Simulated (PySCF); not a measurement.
Point-charge models of BCl2(vinyl), `C=CB(Cl)Cl` against its computed dipole.

Coordinates (PBE0-D3(BJ)/def2-SVP, Å) and charges (e) from the PBE0/pcSseg-1 density (PySCF):

| atom | x | y | z | Mulliken | IAO | Hirshfeld | ESP-fitted |
| --- | --- | --- | --- | --- | --- | --- | --- |
| B1 | 0.704 | 0.941 | -0.375 | +0.5063 | +0.1417 | +0.1609 | +0.1974 |
| Cl2 | 2.003 | 1.318 | -1.490 | -0.1969 | -0.0548 | -0.0701 | -0.1180 |
| Cl3 | 0.066 | 2.244 | 0.618 | -0.2009 | -0.0633 | -0.0646 | -0.1143 |
| C4 | 0.146 | -0.496 | -0.285 | -0.3971 | -0.2912 | -0.1330 | -0.0868 |
| C5 | -0.840 | -0.847 | 0.555 | -0.1292 | -0.2099 | -0.0443 | -0.3138 |
| H6 | 0.582 | -1.262 | -0.937 | +0.1380 | +0.1614 | +0.0459 | +0.0963 |
| H7 | -1.300 | -0.110 | 1.221 | +0.1412 | +0.1569 | +0.0451 | +0.1646 |
| H8 | -1.223 | -1.872 | 0.610 | +0.1387 | +0.1591 | +0.0603 | +0.1744 |

Task: What dipole does each set of charges give (1 e·Å = 4.803 D), and what does the density give?

Result: The full density gives (-1.06, -1.82, 0.46) D, 2.16 D in size; dipole vectors point from the negative to the positive end.

```json
{"scheme": "Mulliken", "μx": "-1.32", "μy": "-1.81", "μz": "0.71", "size (D)": "2.35", "share of the full size (%)": "109", "angle to the full dipole (°)": "8"}
{"scheme": "IAO", "μx": "-0.89", "μy": "-1.33", "μz": "0.45", "size (D)": "1.66", "share of the full size (%)": "77", "angle to the full dipole (°)": "5"}
{"scheme": "Hirshfeld", "μx": "-0.57", "μy": "-0.76", "μz": "0.32", "size (D)": "1.00", "share of the full size (%)": "47", "angle to the full dipole (°)": "9"}
{"scheme": "ESP-fitted", "μx": "-1.08", "μy": "-1.84", "μz": "0.48", "size (D)": "2.19", "share of the full size (%)": "101", "angle to the full dipole (°)": "0"}
```

Task: Which set comes closest?

Result: Length of the difference vector: ESP-fitted 0.03 D, Mulliken 0.36 D, IAO 0.52 D, Hirshfeld 1.18 D. Closest: ESP-fitted. ESP charges are fitted to the potential around the molecule, whose slowest-falling term is the dipole's. 

Task: What is left for the Hirshfeld atoms' own dipoles?

Result: The Hirshfeld atoms' densities add up to the full density, so μ = Σ q r + Σ (atomic dipoles). The atomic dipoles sum to (-1.06, -1.82, 0.46) − (-0.57, -0.76, 0.32) = (-0.49, -1.06, 0.14) D, 1.18 D in size.

Task: With the origin at the mean of the coordinates, (0.017, -0.011, -0.010) Å, which are the largest single terms, by size, of the Mulliken dipole along the direction of the full one?

Result: B1 -2.96, Cl2 +2.28, Cl3 +1.73, H8 +1.54, C5 -0.78 D; all 8 atoms together +2.33 D. The single terms depend on the origin, their sum doesn't.

Task: Give the size of the full dipole in other units.

Result: 2.16 D = 0.849 au = 0.449 e·Å = 7.20 × 10⁻³⁰ C·m.

Isolated species at its PBE0-D3(BJ)/def2-SVP geometry (one conformer only).
